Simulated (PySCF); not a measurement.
C₆ coefficients of unlike pairs at UHF

Calculated with PySCF 2.14 from the dipole response of each species, C₆(A,B) = (3/π) ∫ α_A(iu) α_B(iu) du, in atomic units, from isotropic polarisabilities. For ions this is the dispersion term alone; charge-induced terms of lower order in 1/R come first.

```csv
species,configuration,basis,relativity,α (bohr³),C₆ (like pair)
Te(3+),[Kr] 4d10 5s2 5p1 (2P),"aug-cc-pVTZ-PP with one added diffuse shell each of d, f type with ECP28MDF (6s5p5d3f)",core potential,11.36,56.64
Sn,[Kr] 4d10 5s2 5p2 (3P),aug-cc-pVDZ-PP with ECP28MDF (5s4p3d),core potential,55.94,608.2
Cd+,[Kr] 4d10 5s1 (2S),aug-cc-pVTZ-PP with ECP28MDF (6s6p5d3f2g),core potential,32.37,192.3
P(3+),[Ne] 3s2 (1S),def2-QZVPPD (10s6p5d2f1g),none,7.163,18.75
```

**Question.** Estimate C₆ for P(3+) with Te(3+).

**Answer.** The integral gives 32.41. The combination rule 2 C_A C_B / (C_A α_B/α_A + C_B α_A/α_B) gives 32.46 and the geometric mean 32.59.

No spin-orbit coupling is included.

The other pairs:

```csv
pair,C₆
"P(3+), Cd+",58.10
"P(3+), Sn",102.4
"Cd+, Te(3+)",99.37
"Sn, Te(3+)",172.4
"Cd+, Sn",336.7
```
